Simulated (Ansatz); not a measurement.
Cs₇⁻, relaxed as a singlet with RKS B3LYP/def2-SVPD in Ansatz, starting from the GFN1-xTB geometry. Force threshold 0.02 eV/Å.

In the def2 sets Cs takes a core potential; there is no spin–orbit coupling. The restricted singlet is unstable towards broken spin symmetry in Hartree–Fock (as tested in another run); at B3LYP/def2-SVPD this wasn't settled. Another isomer (singlet) lies 0.35 eV lower at PBE0/def2-TZVPD; other spin states weren't run for this one.

Start:

```xyz
7

Cs    2.214    0.153   -0.359
Cs    0.339    0.648    0.911
Cs   -0.162   -0.251    0.636
Cs    3.303    0.570   -4.044
Cs    0.145    0.221    0.749
Cs   -6.318   -0.697    2.176
Cs    0.479   -0.644   -0.068
```

```
step  energy (eV)  largest force component (eV/Å)  SCF passes
   1    -231.6450                        4232.446          93
   2   -1548.4571                        2229.486         378
   3   -2423.5617                        1194.638         140
   4   -2961.6866                         772.365         131
   5   -3308.5579                         515.183         123
   6   -3523.6352                         294.843          89
   7   -3648.5633                         162.800          79
   8   -3722.4770                          91.153          39
   9   -3766.6626                          53.520          50
  10   -3793.8334                          32.047          60
  11   -3810.6596                          19.876          62
  13   -3826.7499                           7.502          63
  15   -3833.4733                           3.009          46
  17   -3836.9366                           1.553          39
  19   -3838.8777                           0.767          31
  21   -3839.9330                           0.394          30
  23   -3840.4446                           0.201          28
  25   -3840.6503                           0.075          30
  27   -3840.7203                           0.026          30
  29   -3840.7500                           0.020          30
  31   -3840.7735                           0.014          31
  32   -3840.7829                           0.011          30
```

Force components are those of the run's own axes.

End:

| atom | x (Å) | y (Å) | z (Å) |
| --- | --- | --- | --- |
| Cs1 | 4.138 | 1.821 | -0.916 |
| Cs2 | 2.155 | 4.521 | 3.109 |
| Cs3 | -3.753 | -3.519 | 0.655 |
| Cs4 | 4.734 | 0.006 | -5.478 |
| Cs5 | -0.962 | 0.661 | 1.605 |
| Cs6 | -7.215 | -0.518 | 2.946 |
| Cs7 | 0.902 | -2.973 | -1.921 |

Bonds lost: Cs1–Cs3, Cs2–Cs3, Cs2–Cs7 (atoms count from 1). Bonds formed: Cs3–Cs6 (atoms count from 1). Metal–metal contacts that move far: Cs1–Cs7 1.93 to 5.87 Å, Cs1–Cs5 2.35 to 5.81 Å, Cs4–Cs7 5.03 to 6.02 Å.

The force fell under the threshold at step 29, but the optimiser went on and released 0.033 eV more. No frequencies were taken in this run, so the end may be a saddle point.

Hardware: 4 threads of Arm Neoverse V1 on a shared host. Wall time 8.5 min, peak host memory 0.64 GiB.
